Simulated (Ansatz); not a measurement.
Geometry optimisation, Ansatz 0.2.0, RKS CAM-B3LYP/def2-SVP.

The input (input.yaml):

```yaml
crystal:
  periodic: [false, false, false]
  atoms:
    - { symbol: Ge, position_ang: [-0.742386, 0.0, 0.202139] }
    - { symbol: H, position_ang: [1.587515, 0.0, 1.666592] }
    - { symbol: F, position_ang: [2.05147, 0.0, 0.862948] }
    - { symbol: H, position_ang: [-0.7903, 1.142989, -0.90029] }
    - { symbol: H, position_ang: [-0.7903, -1.142989, -0.90029] }
basis:
  gaussian: { orbitals: def2-SVP }
hamiltonian:
  xc: cam_b3lyp
relax:
  f_tol: 0.03
  max_steps: 50
```

Command:

```bash
$ ansatz run input.yaml --threads 2 --pin off --max-ram 3072MiB --backend cpu --events-out ev --progress --plain --runs-dir out
```

Question: Where does it end, and by what steps?

Answer: The run converged. After 7 steps the energy has fallen by 0.175 eV; F3 moved furthest, 0.55 Å.

| step | energy less start (eV) | largest force component (eV/Å) | accepted |
| --- | --- | --- | --- |
| 0 | 0.0000 | 0.239 | yes |
| 1 | -0.0560 | 1.083 | yes |
| 2 | -0.1260 | 0.588 | yes |
| 3 | -0.1394 | 0.856 | yes |
| 4 | -0.1661 | 0.196 | yes |
| 5 | -0.1743 | 0.076 | yes |
| 6 | -0.1745 | 0.062 | yes |
| 7 | -0.1746 | 0.001 | yes |

```xyz
5
Properties=species:S:1:pos:R:3
Ge -0.750 0.000 0.293
H 1.606 0.000 1.570
F 1.544 0.000 0.640
H -0.542 1.144 -0.786
H -0.542 -1.144 -0.786
```

The run took 8.9 s on 2 threads of Arm Neoverse V1, with other jobs on the host, peak memory 0.12 GiB.
